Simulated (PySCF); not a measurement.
# Ag²⁺: excitation energy

Ag²⁺ [Kr] 4d9 (2D) → Ag²⁺ [Kr] 4d8 5p1 (high-spin determinant), as a difference of total energies. All numbers are calculated (PySCF 2.14, scalar relativity through the core potential, in aug-cc-pwCVDZ-PP with ECP28MDF (6s6p5d3f, 70 functions)). Correlated levels: valence: 4s2 4p6 frozen; valence and next inner shell: nothing frozen outside the core potential. The calculations carry no spin-orbit coupling.

| method | excitation energy (eV) |
| --- | --- |
| UHF | 13.829 |
| LDA | 14.564 |
| PBE | 14.309 |
| PBE0 | 14.440 |
| r2SCAN | 14.136 |
| MN15 | 15.404 |
| r2SCAN0 | 14.292 |
| HSE06 | 14.400 |
| B2PLYP | 14.559 |
| MP2 (valence) | 14.949 |
| SCS-MP2 (valence) | 15.008 |
| MP2 (valence and next inner shell) | 14.716 |
| SCS-MP2 (valence and next inner shell) | 14.692 |

Question: How much does correlation contribute at MP2 (valence and next inner shell)?

Answer: 14.716 − (13.829) = 0.887 eV, measured against UHF.

The determinant of the upper state mixes LS terms, which raises its energy above the lowest term, most at the Hartree-Fock and MP2 levels.
